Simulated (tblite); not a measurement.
**Question.** Write Cartesian coordinates for `[CH2]CCCC(OC)=O` [radical] as optimised with GFN2-xTB. (Doublet state.)

**Answer.** 
```xyz
19
C6H11O2 angstrom
C     -1.0526    1.1142   -0.2851
C     -1.9801    0.0330    0.0853
C     -1.3570   -1.3366   -0.2378
C     -0.0250   -1.4522    0.4980
C      0.9290   -0.3797    0.0131
O      1.3353   -0.2738   -1.1206
O      1.4329    0.3248    1.0484
C      2.4075    1.3024    0.7240
H     -0.7784    1.8735    0.4216
H     -0.8093    1.2708   -1.3190
H     -2.2207    0.0803    1.1488
H     -2.9148    0.1189   -0.4839
H     -2.0309   -2.1412    0.0600
H     -1.1742   -1.4086   -1.3107
H      0.4343   -2.4205    0.2899
H     -0.1603   -1.3426    1.5738
H      1.9325    2.1689    0.2578
H      2.8804    1.5893    1.6599
H      3.1417    0.8885    0.0297
```

Orientation and origin are arbitrary. Atoms count from 1 in this order. C5 (carbon bonded to C and 2 O) is almost planar (angles 125.0°, 123.2° and 111.0°, sum 359.3°, 0.07 Å off the plane of its three neighbours). Of the pairs four or more bonds apart, C1···C5 is among the closest relative to their van der Waals radii: 2.50 Å, 74 % of the sum of Bondi's values. C1 (carbon bonded to C and 2 H) is almost planar (angles 121.0°, 119.5° and 118.2°, sum 358.7°, 0.08 Å off the plane of its three neighbours). The 3 C–O bonds span 1.209 Å (C5=O6, drawn double) to 1.418 Å (O7–C8, drawn single), a spread of 0.209 Å.

Bonds between heavy atoms (Å): C1–C2 1.472, C2–C3 1.539, C3–C4 1.526, C4–C5 1.515, C5=O6 1.209, C5–O7 1.350, O7–C8 1.418.

Structure optimised with GFN2-xTB, isolated species. This method treats the open shell by occupation alone, without spin polarisation.

Point group: C1 (no symmetry element, even within 0.4 Å). Its GFN2-xTB frequencies are all real (lowest 47 cm⁻¹). Torsions: H–C1–C2–C3 -127° and 66°, C1–C2–C3–C4 57°, C2–C3–C4–C5 -62°, C3–C4–C5–O6 -62°, C4–C5–O7–C8 176°. 3 starts were optimised and ended at 0.00, 1.72 and 2.30 kcal/mol (GFN2-xTB); the lowest of these is shown.

One conformer stands for the species.

These are computed values.
